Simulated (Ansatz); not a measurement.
Reaction (redistribution): `[NH2][In]([F])[SH]` + `S[SiH2]C[SeH]` → `[F][In]([SH])[SH]` + `N[SiH2]C[SeH]`

Gas-phase electronic energies from Ansatz, PBE0-D4/def2-TZVP geometries. CBS: MP2 limit from def2 TZ/QZ plus the TZ coupled-cluster correction, frozen cores. DFT in def2-TZVPP. B3LYP here is the variant with VWN-RPA as its local correlation; programs differ in this. Elements past krypton have def2 core potentials. For In, Se outer-core shells are correlated without core-valence functions, which leaves a few kJ/mol of doubt a bond. Scalar relativity is left out up to krypton. One conformer a species, not always the lowest.

```tsv
level	ΔE (kJ/mol)	difference from CCSD(T)/CBS
PBE-D4	-71.3	1.8
r2SCAN-D4	-77.3	-4.2
PBE0-D4	-76.3	-3.2
B3LYP-D4	-79.4	-6.3
ωB97X-V	-74.8	-1.7
ωB97M-V	-78.1	-5.0
B2PLYP	-76.4	-3.3
PBE	-70.2	2.9
r2SCAN	-77.1	-4.0
PBE0	-75.4	-2.3
B3LYP	-77.7	-4.6
HF/def2-TZVPP	-88.1	-15.0
MP2/def2-TZVPP	-74.2	-1.1
SCS-MP2/def2-TZVPP	-74.2	-1.1
CCSD/def2-TZVPP	-76.2	-3.1
CCSD(T)/def2-TZVPP	-74.4	-1.3
HF/def2-QZVPP	-88.1	-15.0
MP2/def2-QZVPP	-73.5	-0.4
SCS-MP2/def2-QZVPP	-73.6	-0.5
HF/CBS(def2)	-88.1	-15.0
MP2/CBS(def2)	-73.0	0.1
CCSD/CBS(def2)	-75.0	-1.9
CCSD(T)/CBS	-73.1	0
```

Largest T1 diagnostic among the species: 0.015.

In def2-TZVPP, CCSD(T) changes the Hartree–Fock value by +13.7 kJ/mol (the triples alone add +1.8 kJ/mol) and MP2 by +13.9 kJ/mol. From PBE to PBE0 (25 % exact exchange), in def2-TZVPP and without D4, ΔE moves by −5.2 kJ/mol.
